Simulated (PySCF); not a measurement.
# Zn²⁰⁺ (zinc, charge +20) across methods

[Ne], closed-shell 1S. Computed with PySCF 2.14 in an uncontracted even-tempered set (18 s from 4.6 bohr⁻², ratio 2.2; 11 p from 6 bohr⁻², ratio 2.2; 6 d from 30 bohr⁻², ratio 2.4; 5 f from 45 bohr⁻², ratio 2.4; 5 g from 68 bohr⁻², ratio 2.4), with the non-relativistic Hamiltonian (point nucleus).

| method | E (hartree) | mean ε 1s (eV) | mean ε 2s (eV) | mean ε 2p (eV) | Σ⟨r²⟩ (bohr²) | ⟨S²⟩ |
| --- | --- | --- | --- | --- | --- | --- |
| M06-2X | -1552.938 | -10334.0 | -1948.1 | -1820.5 | 0.4042 | 0.000 |
| PBEsol | -1551.271 | -10225.8 | -1914.3 | -1789.1 | 0.4051 | 0.000 |
| r2SCAN | -1552.966 | -10261.9 | -1926.3 | -1796.7 | 0.4041 | 0.000 |
| LDA | -1549.805 | -10216.0 | -1912.7 | -1788.8 | 0.4054 | 0.000 |
| UHF | -1552.55743 | -10441.8 | -1987.9 | -1847.9 | 0.4037 | 0.000 |
| PBE | -1552.519 | -10234.4 | -1915.7 | -1790.0 | 0.4049 | 0.000 |
| PBE0 | -1552.636 | -10286.4 | -1934.2 | -1804.9 | 0.4046 | 0.000 |
